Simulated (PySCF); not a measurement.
Compound: C5H11NOSi2.
InChI=1S/C5H11NOSi2/c1-2-9-5(3-6)4-8-7-9/h5,9H,2,4,8H2,1H3/t5-,9-/m0/s1

The closed-shell ground state was solved at several levels (PySCF, density fitting, gas phase, non-relativistic). Geometry: PBE0-D3(BJ)/def2-SVP, one conformer, isolated molecule.

```csv
level,basis functions,total energy (Eh),HOMO (eV),LUMO (eV),gap (eV),dipole (D)
PBE0/pcSseg-1,222,-905.5140,-8.25,0.08,8.33,2.82
CAM-B3LYP/def2-SVPD,279,-905.6402,-9.57,0.80,10.37,2.89
```

(1) What might wB97X-D/pcSseg-1 (222 basis functions) give for the same quantities?

(2) Over all these levels, which gives the widest orbital gap and which the narrowest?

(3) How far do the dipole and the HOMO energy spread over the levels?

## Answers

(1) Total energy -906.0229 Eh, HOMO -10.10 eV, LUMO 1.89 eV, gap 11.99 eV, dipole 2.88 D.

(2) wB97X-D/pcSseg-1 (range-separated hybrid) has the widest, 11.99 eV, and PBE0/pcSseg-1 (global hybrid, 25 % exact exchange) the narrowest, 8.33 eV. The two share the basis. From the narrowest to the widest the HOMO moves by -1.85 eV and the LUMO by +1.81 eV.

(3) The dipole runs from 2.82 to 2.89 D (mean 2.86 D) and the HOMO from -10.10 to -8.25 eV.

wB97X-D is run here without its empirical dispersion term; that term would change no orbital, density or response property at a fixed geometry.
